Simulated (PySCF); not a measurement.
ClO (SMILES [O]Cl), doublet, at a GFN2-xTB geometry; SCAN/def2-SV(P) run with PySCF.

Input for PySCF:
```python
from pyscf import gto, scf, dft

mol = gto.M(
    atom='''
Cl   -0.00000000   -0.00000000   -0.49281646
O     0.00000000    0.00000000    1.04723499
''',
    basis='def2-sv(p)',
    spin=1,
    verbose=4,
)

mf = dft.UKS(mol)
mf.xc = 'scan'
mf.grids.level = 5
mf.kernel()
```

**Question.** What does PySCF print? Leave out banner, timings and long lists.

**Answer.** 
```
PySCF version 2.14.0

[INPUT] verbose = 4
[INPUT] num. atoms = 2
[INPUT] num. electrons = 25
[INPUT] charge = 0
[INPUT] spin (= nelec alpha-beta = 2S) = 1
[INPUT] symmetry False subgroup None
[INPUT] Mole.unit = angstrom
[INPUT] Symbol           X                Y                Z      unit          X                Y                Z       unit  Magmom
[...]
nuclear repulsion = 46.7309716731347
number of shells = 14
number of NR pGTOs = 60
number of NR cGTOs = 32
basis = def2-sv(p)
ecp = {}

******** <class 'pyscf.dft.uks.UKS'> ********
method = UKS
initial guess = minao
damping factor = 0
level_shift factor = 0
DIIS = <class 'pyscf.scf.diis.CDIIS'>
diis_start_cycle = 1
diis_space = 8
diis_damp = 0
SCF conv_tol = 1e-09
SCF conv_tol_grad = None
SCF max_cycles = 50
direct_scf = True
direct_scf_tol = 1e-13
number electrons alpha = 13  beta = 12
XC library pyscf.dft.libxc version 7.1.2
    S. Lehtola, C. Steigemann, M. J. T. Oliveira, and M. A. L. Marques,  SoftwareX 7, 1–5 (2018)
XC functionals = scan
    J. Sun, A. Ruzsinszky, and J. P. Perdew,  Phys. Rev. Lett. 115, 036402 (2015)
    J. Sun, A. Ruzsinszky, and J. P. Perdew,  Phys. Rev. Lett. 115, 036402 (2015)
radial grids:
    Treutler-Ahlrichs [JCP 102, 346 (1995); DOI:10.1063/1.469408] (M4) radial grids

becke partition: Becke, JCP 88, 2547 (1988); DOI:10.1063/1.454033
pruning grids: <function nwchem_prune>
grids dens level: 5
symmetrized grids: False
atomic radii adjust function: <function treutler_atomic_radii_adjust>
small_rho_cutoff = 0
Set gradient conv threshold to 3.16228e-05
tot grids = 86032
init E= -535.319488987687

cycle= 1 E= -534.968701191254  delta_E= 0.351  |g|= 0.507  |ddm|= 1.33
cycle= 2 E= -534.458669044534  delta_E= 0.51  |g|= 1.15  |ddm|= 1.35
cycle= 3 E= -535.091065853849  delta_E= -0.632  |g|= 0.0754  |ddm|= 0.995
cycle= 4 E= -535.092670582671  delta_E= -0.0016  |g|= 0.0511  |ddm|= 0.0767
cycle= 5 E= -535.093905801385  delta_E= -0.00124  |g|= 0.0138  |ddm|= 0.0381
cycle= 6 E= -535.093998958476  delta_E= -9.32e-05  |g|= 0.00208  |ddm|= 0.0147
cycle= 7 E= -535.094001656724  delta_E= -2.7e-06  |g|= 0.000652  |ddm|= 0.00315
cycle= 8 E= -535.094002236468  delta_E= -5.8e-07  |g|= 0.000213  |ddm|= 0.00208
cycle= 9 E= -535.094002469552  delta_E= -2.33e-07  |g|= 0.000165  |ddm|= 0.00191
cycle= 10 E= -535.094002636625  delta_E= -1.67e-07  |g|= 0.000165  |ddm|= 0.00152
cycle= 11 E= -535.094002647903  delta_E= -1.13e-08  |g|= 0.000165  |ddm|= 0.000103
[...]
cycle= 22 E= -535.093995024409  delta_E= -3.49e-06  |g|= 0.00111  |ddm|= 0.0214
cycle= 23 E= -535.093992998381  delta_E= 2.03e-06  |g|= 0.0012  |ddm|= 0.0143
cycle= 24 E= -535.093992935276  delta_E= 6.31e-08  |g|= 0.00109  |ddm|= 0.00148
cycle= 25 E= -535.093993179168  delta_E= -2.44e-07  |g|= 0.000992  |ddm|= 0.000701
cycle= 26 E= -535.093998943418  delta_E= -5.76e-06  |g|= 0.00023  |ddm|= 0.0514
cycle= 27 E= -535.09400565726  delta_E= -6.71e-06  |g|= 0.00151  |ddm|= 0.113
cycle= 28 E= -535.094006752852  delta_E= -1.1e-06  |g|= 0.000968  |ddm|= 0.025
cycle= 29 E= -535.093996573941  delta_E= 1.02e-05  |g|= 0.000473  |ddm|= 0.116
cycle= 30 E= -535.09400655274  delta_E= -9.98e-06  |g|= 0.00061  |ddm|= 0.106
cycle= 31 E= -535.093995589462  delta_E= 1.1e-05  |g|= 0.00226  |ddm|= 0.0831
cycle= 32 E= -535.094006455059  delta_E= -1.09e-05  |g|= 0.000419  |ddm|= 0.086
cycle= 33 E= -535.094002318336  delta_E= 4.14e-06  |g|= 0.000151  |ddm|= 0.0399
cycle= 34 E= -535.093998667792  delta_E= 3.65e-06  |g|= 0.000145  |ddm|= 0.0396
cycle= 35 E= -535.093993593161  delta_E= 5.07e-06  |g|= 0.000498  |ddm|= 0.0482
cycle= 36 E= -535.09400653215  delta_E= -1.29e-05  |g|= 0.000717  |ddm|= 0.131
cycle= 37 E= -535.094004932254  delta_E= 1.6e-06  |g|= 0.000676  |ddm|= 0.0179
cycle= 38 E= -535.094006143083  delta_E= -1.21e-06  |g|= 0.000678  |ddm|= 0.0124
cycle= 39 E= -535.094007134811  delta_E= -9.92e-07  |g|= 0.000746  |ddm|= 0.0178
cycle= 40 E= -535.094004532556  delta_E= 2.6e-06  |g|= 0.000283  |ddm|= 0.0361
cycle= 41 E= -535.094006098375  delta_E= -1.57e-06  |g|= 0.000279  |ddm|= 0.015
cycle= 42 E= -535.094007510402  delta_E= -1.41e-06  |g|= 0.000318  |ddm|= 0.0241
cycle= 43 E= -535.094007253542  delta_E= 2.57e-07  |g|= 0.000299  |ddm|= 0.0161
cycle= 44 E= -535.094007582869  delta_E= -3.29e-07  |g|= 5.42e-05  |ddm|= 0.0157
cycle= 45 E= -535.094007593047  delta_E= -1.02e-08  |g|= 4.85e-05  |ddm|= 0.000641
cycle= 46 E= -535.094007590625  delta_E= 2.42e-09  |g|= 5.06e-05  |ddm|= 0.000159
cycle= 47 E= -535.094007552127  delta_E= 3.85e-08  |g|= 6.59e-05  |ddm|= 0.002
cycle= 48 E= -535.094007587132  delta_E= -3.5e-08  |g|= 4.48e-05  |ddm|= 0.00174
cycle= 49 E= -535.094007618114  delta_E= -3.1e-08  |g|= 4.76e-06  |ddm|= 0.00343
cycle= 50 E= -535.094007618379  delta_E= -2.65e-10  |g|= 1.78e-07  |ddm|= 0.000325
Extra cycle  E= -535.094007618378  delta_E= 1.02e-12  |g|= 2.35e-07  |ddm|= 1.08e-06
converged SCF energy = -535.094007618378  <S^2> = 0.75360033  2S+1 = 2.0035971
```
